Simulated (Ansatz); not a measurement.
Calculated with Ansatz (gas phase, PBE0-D4/def2-TZVP geometries, no zero-point term in ΔE). CCSD(T)/CBS is the MP2 limit (def2-TZVPP, def2-QZVPP) plus CCSD(T) − MP2 in def2-TZVPP, frozen cores. DFT in def2-TZVPP. B3LYP here is the variant with VWN-RPA as its local correlation; programs differ in this. def2 core potentials past Kr. For Br, Cd outer-core shells are correlated without core-valence functions, which leaves a few kJ/mol of doubt a bond. Scalar relativity is left out up to krypton. One conformer a species, not always the lowest.

Consider the redistribution: `[SiH3][O][Al]([SH])[Cl]` + `[NH2][Cd][Br]` → `[NH2][Al]([SH])[Cl]` + `[SiH3][O][Cd][Br]`.

`[SiH3][O][Al]([SH])[Cl]`:

Z-matrix (Å, degrees):
```
Si
O 1 1.629
H 1 1.486 2 109.9
H 1 1.486 2 110.2 3 120.4
H 1 1.486 2 109.3 3 -119.7
Al 2 1.668 1 165.9 3 -68.9
Cl 6 2.081 2 120.6 1 -0.8
S 6 2.161 2 120.9 1 179.1
H 8 1.345 6 92.0 2 0.1
```

`[NH2][Cd][Br]`:

Cartesian coordinates in Å:
```
N -0.964 -0.314 0.537
Cd 0.801 0.345 -0.171
Br 2.949 1.210 -0.829
H -1.741 0.080 0.017
H -1.045 -1.321 0.447
```

`[NH2][Al]([SH])[Cl]`:

```xyz
7

N    -1.008   -0.661   -0.229
Al    0.339    0.450   -0.397
S     1.797    0.811    1.172
Cl    0.574    1.491   -2.194
H    -1.218   -1.213    0.586
H    -1.684   -0.829   -0.956
H     1.200   -0.048    2.017
```

`[SiH3][O][Cd][Br]`:

Cartesian coordinates in Å:
```
Si -0.678 -0.768 -0.769
O 0.593 0.204 -0.483
Cd 1.240 1.254 1.037
Br 2.122 2.570 2.822
H -0.598 -1.272 -2.166
H -0.702 -1.939 0.157
H -1.977 -0.050 -0.599
```

```csv
level,ΔE (kJ/mol),difference from CCSD(T)/CBS
LDA (SPW92),38.2,5.1
PBE0-D4,33.6,0.5
B3LYP-D4,35.9,2.8
PBE,34.8,1.7
B3LYP,35.9,2.8
BHLYP,33.6,0.5
RPA@PBE/def2-TZVPP,34.3,1.2
MP2/def2-SVP,32.5,-0.6
CCSD/def2-SVP,30.5,-2.6
MP2/def2-TZVPP,38.0,4.9
CCSD(T)/CBS,33.1,0
```

Largest T1 diagnostic among the species: 0.013.

From BLYP to BHLYP (50 % exact exchange), in def2-TZVPP and without D4, ΔE moves by −3.4 kJ/mol. Leaving LDA and LC-ωPBE aside and taking each functional with its dispersion term where it has one, the values, not all of them listed here, spread over 7.0 kJ/mol, from ωB97X-V to BLYP-D4. LDA lies +3.4 kJ/mol from PBE without D4.
